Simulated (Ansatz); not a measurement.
Ca₃. Total charge 0; triplet. Geometry r2SCAN/def2-TZVPD, that of the charge -1 doublet.

```xyz
3

Ca    1.912   -0.563    0.767
Ca   -0.263    1.913   -0.913
Ca   -1.649   -1.350    0.145
```

At r2SCAN/def2-TZVPD the charge 0 triplet is spin-contaminated (final ⟨S²⟩ up to 2.30, 2.00 for a pure state). At PBE0/def2-TZVPD a singlet of charge 0 lies 0.51 eV below the triplet at the same geometry. The structure comes from a short search, and lower isomers may exist.

Q: Estimate the α-spin orbital energies around the gap (eV) in Ansatz with PBE/def2-TZVPD, r2SCAN/def2-TZVPD, PBE0/def2-TZVPD.

A: 
```csv
orbital,PBE/def2-TZVPD,r2SCAN/def2-TZVPD,PBE0/def2-TZVPD
HOMO−5,-27.14,-28.11,-29.74
HOMO−4,-27.12,-28.09,-29.73
HOMO−3,-4.94,-5.18,-5.95
HOMO−2,-3.58,-3.84,-4.20
HOMO−1,-3.24,-3.26,-3.75
HOMO,-2.65,-2.83,-3.22
LUMO,-2.28,-2.14,-1.73
LUMO+1,-2.05,-2.10,-1.62
LUMO+2,-1.82,-1.77,-1.30
LUMO+3,-1.72,-1.63,-1.05
LUMO+4,-1.69,-1.61,-0.95
LUMO+5,-1.68,-1.57,-0.92
β HOMO,-3.12,-3.24,-3.65
β LUMO,-2.96,-2.51,-2.49
```
